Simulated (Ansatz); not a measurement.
```yaml
crystal:
  periodic: [false, false, false]
  atoms:
    - {symbol: C, position_ang: [0.349410, -0.928955, -1.337974]}
    - {symbol: C, position_ang: [0.649883, 0.366892, -0.643415]}
    - {symbol: F, position_ang: [1.849448, 0.283084, 0.006262]}
    - {symbol: F, position_ang: [0.783781, 1.353090, -1.568636]}
    - {symbol: C, position_ang: [-0.379872, 0.836448, 0.382068]}
    - {symbol: F, position_ang: [-1.586547, 0.993124, -0.262444]}
    - {symbol: C, position_ang: [-0.542978, -0.113792, 1.538881]}
    - {symbol: F, position_ang: [-1.259496, 0.500417, 2.539602]}
    - {symbol: H, position_ang: [0.346380, -1.752960, -0.623863]}
    - {symbol: H, position_ang: [1.118871, -1.111423, -2.087973]}
    - {symbol: H, position_ang: [-0.623913, -0.868314, -1.823651]}
    - {symbol: D, position_ang: [-0.060930, 1.816871, 0.750222]}
    - {symbol: H, position_ang: [0.435642, -0.397536, 1.933952]}
    - {symbol: H, position_ang: [-1.092680, -1.006047, 1.225969]}
basis:
  gaussian: {orbitals: def2-SVPD}
hamiltonian: {xc: {name: PBE}, pseudopotentials: {relativity: scalar}}
output: {forces: true}
```

```sh
$ ansatz run in.yaml --threads 2 --pin off --events-out ev --progress --plain --max-ram 32768MiB --backend cpu
```

Output, abridged:

```
Error: YAML parse error: error: line 15 column 16: `D` is not an element symbol (H … Og, case-exact)
13 |     - {symbol: H, position_ang: [1.118871, -1.111423, -2.087973]}
14 |     - {symbol: H, position_ang: [-0.623913, -0.868314, -1.823651]}
15 |     - {symbol: D, position_ang: [-0.060930, 1.816871, 0.750222]}
16 |     - {symbol: H, position_ang: [0.435642, -0.397536, 1.933952]}
17 |     - {symbol: H, position_ang: [-1.092680, -1.006047, 1.225969]}
```

What is wrong with this run?

An element symbol is wrong. The input was rejected before any iteration.
